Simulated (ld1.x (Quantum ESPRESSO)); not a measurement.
**How hard is this Co TM potential?**

- Element: cobalt
- Generator: ld1.x (Quantum ESPRESSO) 7.5
- Type: norm-conserving Troullier–Martins (Kleinman–Bylander form)
- Functional: LDA (PZ)
- Relativity: scalar-relativistic
- Frozen core: [Ar]
- Valence charge: 9
- Reference configuration: 3d7 4s2 4p0
- Partial waves: 4p (bound, empty): rc 3.45 bohr; 3d (bound): rc 1.40 bohr; 4s (bound): rc 1.90 bohr
- Local potential: the s channel
- Core correction: Bessel-smoothed model core inside 0.95 bohr

The pseudo-atom Hamiltonian at the reference potential is diagonalised in spherical Bessel functions j_l(qr) that vanish at 20 bohr, with q² up to the cutoff. All-electron valence levels (Ry): 4p -0.1022, 3d -0.6217, 4s -0.4175.

Q: How do the lowest levels (Ry) of each channel move with the cutoff, and are there ghosts?

A:

```json
{"cutoff (Ry)": "8", "p #1": "-0.1021", "d #1": "0.0629", "s #1": "-0.4131", "f #1": "0.1135", "f #2": "0.2408", "Σ f·Δε (mRy)": "4801.1"}
{"cutoff (Ry)": "18", "p #1": "-0.1022", "d #1": "0.0629", "s #1": "-0.4161", "f #1": "0.1135", "f #2": "0.2408", "Σ f·Δε (mRy)": "4795.1"}
{"cutoff (Ry)": "30", "p #1": "-0.1022", "d #1": "0.0627", "s #1": "-0.4173", "f #1": "0.1135", "f #2": "0.2408", "Σ f·Δε (mRy)": "4791.4"}
{"cutoff (Ry)": "50", "p #1": "-0.1022", "d #1": "0.0577", "s #1": "-0.4175", "f #1": "0.1135", "f #2": "0.2408", "Σ f·Δε (mRy)": "4756.0"}
{"cutoff (Ry)": "80", "p #1": "-0.1022", "d #1": "-0.4903", "s #1": "-0.4175", "f #1": "0.1135", "f #2": "0.2408", "Σ f·Δε (mRy)": "920.0"}
{"cutoff (Ry)": "120", "p #1": "-0.1022", "d #1": "-0.6198", "s #1": "-0.4175", "f #1": "0.1135", "f #2": "0.2408", "Σ f·Δε (mRy)": "13.2"}
{"cutoff (Ry)": "180", "p #1": "-0.1022", "d #1": "-0.6215", "s #1": "-0.4175", "f #1": "0.1135", "f #2": "0.2408", "Σ f·Δε (mRy)": "1.8"}
{"cutoff (Ry)": "300", "p #1": "-0.1022", "d #1": "-0.6217", "s #1": "-0.4175", "f #1": "0.1135", "f #2": "0.2408", "Σ f·Δε (mRy)": "0.0"}
{"cutoff (Ry)": "400", "p #1": "-0.1022", "d #1": "-0.6217", "s #1": "-0.4175", "f #1": "0.1135", "f #2": "0.2408", "Σ f·Δε (mRy)": "0.0"}
```

Result: no extra level below or beside the all-electron valence levels (p, d, s, f tested); 10 mRy is reached at 140 Ry and 1 mRy at 230 Ry.

3 of 9 tests not solved or not reliable.
